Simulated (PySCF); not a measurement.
**Mo²⁺: ionisation energy**

Mo²⁺ [Kr] 4d4 [4d3/2^4, M_J = 0] → Mo³⁺ [Kr] 4d3 [4d3/2^3, M_J = 3/2], as a difference of total energies. Computed with PySCF 2.14 in x2c-SVPall-2c, with the two-component X2C-1e Hamiltonian. Correlated levels: [Ar] 3d10 frozen; the 6 highest virtual spinors dropped. "Screened" scales the spin-orbit matrix elements by Boettger's factors to mimic the two-electron term; Breit and QED terms are absent.

```csv
method,ionisation energy (eV)
GHF (spin-free),26.158
GMP2 (spin-free),26.796
GHF (screened spin-orbit),26.088
GMP2 (screened spin-orbit),26.726
```

How much does correlation contribute at GMP2 (screened spin-orbit)?

26.726 − (26.088) = 0.638 eV, measured against GHF (screened spin-orbit).

The spin-free rows relax to the high-spin LS determinant and lack the spin-orbit shift.

Errors of the correlated levels include the incompleteness of this basis and the frozen core.

The labels give the starting determinants; with spin-orbit coupling the two ends relaxed to ⟨J²⟩ = 3.76, ⟨L²⟩ = 5.99, ⟨S²⟩ = 5.98 and ⟨J²⟩ = 6.41, ⟨L²⟩ = 11.98, ⟨S²⟩ = 3.74.

The determinant of Mo²⁺ and of Mo³⁺ mixes levels of different J (the jj label is only the starting occupation), so the difference between spin-free and spin-orbit rows is not the physical spin-orbit shift.

For comparison: 27.13 ± 0.12 eV (semi-empirical (NIST evaluation); NIST Atomic Spectra Database, ionization energies).
